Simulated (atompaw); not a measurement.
**How hard is this Ce PAW (atompaw) potential?**

```
Element                 : Ce (Z = 58)
Generator               : atompaw 4.2.0.5
Type                    : PAW
Functional              : PBEsol
Relativity              : scalar-relativistic
Frozen core             : [Kr] 4d10
Valence charge          : 12
Reference configuration : 4f1 5s2 5p6 5d1 6s1.5 6p0 (charge +0.5)
Partial waves           : 5s (bound); 6s (bound); 5p (bound); 6p (bound, empty); 5d (bound); 5d channel at 0.05 Ry; 4f (bound); 4f channel at 2.4 Ry
Local potential         : vpsmatchnc scheme with l = 4 at -0.5 Ry, radius 2.88 bohr
Core correction         : smooth core density matched at 1.55 bohr
Augmentation charge     : sinc compensation charge, radius 2.25 bohr; PAW radius 3.00 bohr; waves and projectors: bloechl
```

The pseudo-atom Hamiltonian at the reference potential is diagonalised in spherical Bessel functions j_l(qr) that vanish at 20 bohr, with q² up to the cutoff. All-electron valence levels (Ry): 5s -3.1930, 6s -0.4472, 5p -1.9146, 6p -0.2441, 5d -0.4207, 4f -0.6064.

Q: How do the lowest levels (Ry) of each channel move with the cutoff, and are there ghosts?

A:

```tsv
cutoff (Ry)	s #1	s #2	s #3	p #1	p #2	d #1	f #1	f #2	Σ f·Δε (mRy)
8	-2.8645	-0.4415	-0.0892	-1.5530	-0.2209	-0.3988	-0.2122	0.0149	3251.5
12	-3.1018	-0.4449	-0.0899	-1.7976	-0.2370	-0.4166	-0.4632	0.0127	1035.3
21	-3.1864	-0.4471	-0.0906	-1.9050	-0.2435	-0.4206	-0.5828	0.0119	95.0
30	-3.1922	-0.4472	-0.0906	-1.9139	-0.2441	-0.4207	-0.6028	0.0116	9.8
45	-3.1930	-0.4472	-0.0906	-1.9146	-0.2441	-0.4207	-0.6063	0.0115	0.2
55	-3.1930	-0.4472	-0.0906	-1.9146	-0.2441	-0.4207	-0.6064	0.0115	0.0
400	-3.1930	-0.4472	-0.0906	-1.9146	-0.2441	-0.4207	-0.6064	0.0115	0.0
```

Result: no extra level below or beside the all-electron valence levels (s, p, d, f tested); 10 mRy is reached at 30 Ry and 1 mRy at 45 Ry.
